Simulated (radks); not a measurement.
Species: Sb24+. Configuration: [Ar] 3d9 (the NIST ground configuration). All-electron calculation, Dirac Kohn-Sham, PBE, spin-unpolarised, spherical densities, point nucleus; open shells are shared between the two j in proportion to 2j + 1. Program: a radial shooting solver on a logarithmic mesh with Libxc functionals.

Spin-orbit splittings of the eigenvalues, e(l+1/2) - e(l-1/2), with zeta = 2 splitting/(2l+1) and mean radii in bohr:

| shell | occ. | splitting (eV) | zeta (eV) | <r> j=l-1/2 | <r> j=l+1/2 |
|---|---|---|---|---|---|
| 2p | 6 | 253.1 | 168.7 | 0.1030 | 0.1084 |
| 3p | 6 | ? | ? | 0.3117 | 0.3220 |
| 3d | 9 | 10.64 | 4.258 | 0.2899 | 0.2931 |

Estimate the 3p splitting.

Answer. 49.60 eV (zeta = 33.06 eV).
